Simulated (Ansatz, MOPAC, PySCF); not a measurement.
Lewis adduct: BH3 (SMILES B) (first 4 atoms) with AsH3 (SMILES [AsH3]); geometry from B3LYP-D3(BJ)/def2-TZVP, rigid monomers moved along the line of their centres of mass till B1···As5 is 1.88 Å.
(charge 0, multiplicity 1):
```xyz
8

B     -0.00516    -0.05977     0.62956
H     -0.86618     0.77756     0.57872
H     -0.35292    -1.18244     0.37704
H      1.06646     0.26575     0.19285
As     0.33694    -0.16114     2.47719
H     -0.78512    -0.55103     3.40899
H      0.80963     1.07503     3.20367
H      1.38530    -1.12636     2.97577
```

Counterpoise-corrected where a basis set is named; no monomer relaxation. Rows marked so take none.

Correlated levels freeze the cores. Filled d and f shells under p-block atoms count as core. CBS: X⁻³ extrapolation of the correlation energy, Hartree–Fock from the larger set. Rows in 3-21G, 6-31G* carry no dispersion term and start afresh at each structure (6-31G* with six Cartesian d functions); the Pople sets are all-electron and without relativity. MP2/6-31G* freezes PySCF's default core, which leaves 3d correlated. The state that PM3, PM6, PM7 reach isn't checked; PM7 holds dispersion and hydrogen-bond terms.

The values were computed with Ansatz (Gaussian orbitals); MOPAC for PM3, PM6, PM7 (differences of heats of formation); PySCF for 3-21G rows, 6-31G* rows, the dispersion terms. 

Other levels give for the interaction energy: PBE/def2-TZVPPD -1229.9; B3LYP/def2-TZVPPD -840.3; B3LYP-D3(BJ)/def2-TZVPPD -965.8; wB97M-V/def2-TZVPPD -1017.1; CCSD(T)/CBS(aug-cc-pVDZ, aug-cc-pVTZ) -981.1 meV.

Common cheap choices:

```json
[
 {"level": "PM3", "interaction energy (meV)": "-2318.3", "less -981.1 (CCSD(T)/CBS(aug-cc-pVDZ, aug-cc-pVTZ))": "-1337.2"},
 {"level": "PM6", "interaction energy (meV)": "8750.7", "less -981.1 (CCSD(T)/CBS(aug-cc-pVDZ, aug-cc-pVTZ))": "9731.9"},
 {"level": "PM7", "interaction energy (meV)": "-1712.5", "less -981.1 (CCSD(T)/CBS(aug-cc-pVDZ, aug-cc-pVTZ))": "-731.4"},
 {"level": "HF/3-21G (no counterpoise)", "interaction energy (meV)": "-288.4", "less -981.1 (CCSD(T)/CBS(aug-cc-pVDZ, aug-cc-pVTZ))": "692.7"},
 {"level": "HF/6-31G*", "interaction energy (meV)": "-203.4", "less -981.1 (CCSD(T)/CBS(aug-cc-pVDZ, aug-cc-pVTZ))": "777.7"},
 {"level": "B3LYP/6-31G*", "interaction energy (meV)": "-710.4", "less -981.1 (CCSD(T)/CBS(aug-cc-pVDZ, aug-cc-pVTZ))": "270.7"},
 {"level": "B3LYP/6-31G* (no counterpoise)", "interaction energy (meV)": "-775.6", "less -981.1 (CCSD(T)/CBS(aug-cc-pVDZ, aug-cc-pVTZ))": "205.5"},
 {"level": "MP2/6-31G* (no counterpoise)", "interaction energy (meV)": "-869.3", "less -981.1 (CCSD(T)/CBS(aug-cc-pVDZ, aug-cc-pVTZ))": "111.9"}
]
```

Ansatz is a quantum-chemistry and plane-wave program.
